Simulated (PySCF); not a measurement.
**Deuteron quadrupole couplings in `[SiH3]/C=C(/[SiH3])C1CCC1`**

Compound: C6H14Si2.
Z-matrix (Å and degrees, PBE0-D3(BJ)/def2-SVP geometry), rows numbered from 1:
```
Si
C   1  1.8808
C   2  1.3506  1  125.40
Si  3  1.8885  2  118.44  1  -178.66
C   3  1.4996  2  122.13  1     1.67
C   5  1.5471  3  121.36  2  -146.46
C   6  1.5388  5   88.64  3  -142.63
C   7  1.5385  6   88.26  5    20.05
H   1  1.4969  2  111.75  3   -59.11
H   1  1.4973  2  111.68  3    61.55
H   1  1.4940  2  108.83  3  -178.84
H   2  1.0984  1  116.39  3   179.54
H   4  1.4968  3  111.18  2   109.23
H   4  1.4932  3  108.56  2   -10.50
H   4  1.4972  3  111.82  2  -131.04
H   5  1.1046  3  109.86  2   -18.43
H   6  1.1026  5  111.42  3   -30.37
H   6  1.1003  5  117.56  3    95.12
H   7  1.1009  6  111.52  5   -92.51
H   7  1.0998  6  118.00  5   141.09
H   8  1.1012  5  110.89  3    32.17
H   8  1.1001  5  117.18  3   -93.09
```

Level: PBE0/pcSseg-1 (PySCF, non-relativistic); Q(2H) = 0.00286 b; rigid geometry, the same for H and D, with no vibrational averaging.

Question: Rank these positions by the coupling χzz of a deuteron there, largest first.
A. H17 (methylene hydrogen)
B. H9 (Si–H hydrogen)
C. H18 (methylene hydrogen)
D. H16 (methine hydrogen)

Answer: C (197 kHz), A (192 kHz), D (188 kHz), B (94 kHz).

Question: What are Vzz, η and χzz (234.96 MHz × Q × Vzz) at all hydrogens?

Answer: 
| atom | bonded to | bond length (Å) | Vzz (au) | η | χzz (kHz) |
| --- | --- | --- | --- | --- | --- |
| H9 | Si1 | 1.497 | 0.1399 | 0.01 | 94 |
| H10 | Si1 | 1.497 | 0.1395 | 0.02 | 94 |
| H11 | Si1 | 1.494 | 0.1406 | 0.02 | 94 |
| H12 | C2 | 1.098 | 0.2962 | 0.06 | 199 |
| H13 | Si4 | 1.497 | 0.1395 | 0.02 | 94 |
| H14 | Si4 | 1.493 | 0.1409 | 0.03 | 95 |
| H15 | Si4 | 1.497 | 0.1394 | 0.03 | 94 |
| H16 | C5 | 1.105 | 0.2795 | 0.09 | 188 |
| H17 | C6 | 1.103 | 0.2863 | 0.03 | 192 |
| H18 | C6 | 1.100 | 0.2932 | 0.00 | 197 |
| H19 | C7 | 1.101 | 0.2902 | 0.02 | 195 |
| H20 | C7 | 1.100 | 0.2938 | 0.00 | 197 |
| H21 | C8 | 1.101 | 0.2878 | 0.02 | 193 |
| H22 | C8 | 1.100 | 0.2933 | 0.00 | 197 |

Question: Average by the element that carries the hydrogen.

Answer: on Si: 94 kHz over 6 positions, mean bond length 1.496 Å; on C: 195 kHz over 8 positions, mean bond length 1.101 Å.

Question: A static deuteron (I = 1) shows a doublet split by (3/2)χ, (3/4)χ(1 + η) and (3/4)χ(1 − η) with the field along z, y and x of the gradient. What are these for H15?

Answer: With |χ| = 93.7 kHz and η = 0.027: 141, 72 and 68 kHz, to first order and without motion.

Isolated species at its PBE0-D3(BJ)/def2-SVP geometry (one conformer only). The basis is small and wasn't made for field gradients, so the couplings can be 20 % off.
